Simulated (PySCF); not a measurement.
Sn(H)(SH) (H2SSn), SMILES [SH][SnH] (connectivity only; charge and spin as stated), neutral, multiplicity 1. Atoms are numbered in the order given.

```xyz
4

Sn     0.0377     0.6116     0.0000
H     -1.7420     0.6665     0.0000
S     -0.0866    -1.8261     0.0000
H      1.2427    -2.0284     0.0000
```

Geometry optimised at B3LYP-D3(BJ)/def2-TZVP. The def2 effective core potentials stand for the cores of Sn; spin–orbit coupling is left out.

Vertical ionisation energy (IE) and electron affinity (EA) in eV. Rows of orbital energies are one-electron estimates. Where ΔSCF, EOM or ADC give a negative EA the extra electron is unbound and the value depends on the basis.

```tsv
level	IE	EA
−ε(HOMO), −ε(LUMO), M06-2X/def2-TZVPD (PySCF)	7.83	1.93
−ε(HOMO), −ε(LUMO), HF/def2-TZVPD (PySCF)	(withheld)	(withheld)
```

**Question.** Fill in the missing entries. (An estimate is asked for; the answer gives what the named calculation found.)

**Answer.** 
- −ε(HOMO), −ε(LUMO), HF/def2-TZVPD (PySCF), IE: 9.00
- −ε(HOMO), −ε(LUMO), HF/def2-TZVPD (PySCF), EA: 0.07
